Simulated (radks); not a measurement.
Zn I, 30 electrons, occupied as [Ar] 3d10 4s2. Method: non-relativistic Kohn-Sham, r2SCAN, spin-polarised, spherical densities, point nucleus; meta-GGA in the generalised Kohn-Sham scheme; computed with a radial shooting solver on a logarithmic mesh with Libxc functionals. Some entries of the table are withheld. Estimate them.

| orbital | occ. | eigenvalue (hartree) | <r> (bohr) | r(max) (bohr) |
|---|---|---|---|---|
| 1s | 2 | -346.6594 | 0.05112 | 0.03372 |
| 2s | 2 | -42.00101 | (1) | 0.1923 |
| 2p | 6 | (2) | 0.1997 | 0.1536 |
| 3s | 2 | -4.75096 | 0.6909 | 0.5962 |
| 3p | 6 | -3.12444 | (3) | 0.5963 |
| 3d | 10 | -0.40072 | (4) | 0.5681 |
| 4s | 2 | (5) | 2.698 | 2.148 |

Answer. 
(1) 2s <r> (bohr): 0.2294
(2) 2p eigenvalue (hartree): -36.94819
(3) 3p <r> (bohr): 0.7180
(4) 3d <r> (bohr): 0.9011
(5) 4s eigenvalue (hartree): -0.22266
